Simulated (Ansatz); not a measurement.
Consider the hydrogenolysis of the In–C bond: `[CH3][In]([CH3])[SH]` + H₂ → `[CH3][InH][SH]` + CH₄.

Computed with Ansatz on PBE0-D4/def2-TZVP structures; ΔE is electronic, products minus reactants. CCSD(T)/CBS adds triple-zeta CCSD(T) − MP2 to the extrapolated MP2 energy (def2 sets, frozen cores). This one scheme is used for every species. Functionals use def2-TZVPP. HSE06 is defined as in plane-wave codes. Elements past krypton have def2 core potentials. For In outer-core shells are correlated without core-valence functions, which leaves a few kJ/mol of doubt a bond. One conformer a species, not always the lowest.

**Question.** Is it downhill or uphill in electronic energy at CCSD(T)/CBS, and by how much? (Best estimate.)

**Answer.** Ansatz gave: Downhill: ΔE = -37.8 kJ/mol.

**Question.** What do these levels give: B97M-V, HSE06-D4, BHLYP-D4, HF/def2-SVP, CCSD(T)/def2-TZVPP, SCS-MP2/def2-QZVPP? (An estimate is asked.)

**Answer.** Ansatz gave: B97M-V -60.5, HSE06-D4 -45.9, BHLYP-D4 -51.6, HF/def2-SVP -76.6, CCSD(T)/def2-TZVPP -40.5, SCS-MP2/def2-QZVPP -37.3 kJ/mol.

Largest T1 diagnostic among the species: 0.013.

From r2SCAN to r2SCAN0 (25 % exact exchange), in def2-TZVPP and without D4, ΔE moves by −3.4 kJ/mol. The D4 term adds +6.5 kJ/mol with B3LYP and +3.7 kJ/mol with PBE0; it sums over pairs of atoms, weighted by their polarisabilities, and B3LYP, whose exchange is more repulsive, gets the larger term. Leaving LDA and LC-ωPBE aside and taking each functional with its dispersion term where it has one, the values, not all of them listed here, spread over 21.0 kJ/mol, from B97M-V to revPBE-D4.

B3LYP here is the variant with VWN-RPA as its local correlation; programs differ in this.
